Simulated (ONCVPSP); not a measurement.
Cutoff test, vanadium (V), ONCV

```
Element                 : vanadium
Generator               : ONCVPSP 4.0.1
Type                    : optimised norm-conserving Vanderbilt (ONCV)
Functional              : LDA (Perdew-Wang 92)
Relativity              : scalar-relativistic
Frozen core             : [Ne] 3s2
Valence charge          : 11
Reference configuration : 3p6 3d3 4s1 4p1
Partial waves           : 4s: rc 2.75 bohr, ncon 4, nbas 7, qcut 2.3 1/bohr, 2 projectors, debl 0.9 Ha; 3p+4p: rc 1.60 bohr, ncon 4, nbas 8, qcut 10.3 1/bohr, 2 projectors; 3d: rc 1.60 bohr, ncon 5, nbas 10, qcut 8.2 1/bohr, local; f scattering state at 0.05 Ha: rc 2.65 bohr, ncon 3, nbas 6, qcut 3.9 1/bohr, 3 projectors, debl 3.7 Ha
Local potential         : the d channel
Core correction         : polynomial model core, fcfact 0.55
```

**Question.** For each optimised wave give the share of its norm inside rc, the residual kinetic energy above qcut (Ha) and the cutoffs (Ha) for errors of 10, 1, 0.1 and 0.01 mHa per electron.

**Answer.**

| wave | norm inside rc | residual KE | 10 mHa | 1 mHa | 0.1 mHa | 0.01 mHa |
| --- | --- | --- | --- | --- | --- | --- |
| 4s | 0.384 | 2.0e-03 | 1.6 | 3.5 | 13.2 | 16.3 |
| s projector 2 | 0.287 | 2.8e-02 | 3.1 | 6.7 | 14.2 | 21.6 |
| 3p | 0.910 | 4.6e-09 | 18.9 | 25.5 | 31.4 | 36.8 |
| 4p | 0.024 | 1.5e-10 | 11.0 | 17.7 | 23.9 | 29.6 |
| 3d | 0.685 | 5.6e-04 | 26.6 | 31.9 | 99.2 | 147.4 |
| f projector 1 | 0.000 | 1.4e-08 | 0.1 | 0.2 | 0.6 | 1.5 |
| f projector 2 | 0.217 | 9.6e-02 | 16.7 | 30.4 | 52.5 | 104.7 |
| f projector 3 | 0.150 | 1.9e+00 | 16.3 | 33.9 | 39.8 | 55.1 |

The occupied waves need 32 Ha and 99 Ha for 1 and 0.1 mHa. Rows with under 1 % of the norm inside rc give no meaningful cutoff. Note: ghosts flagged at negative energy: s at -102.6 eV; GHOST(+) flagged for f at 581.3 eV. A true bound ghost makes a file unfit for plane-wave use.
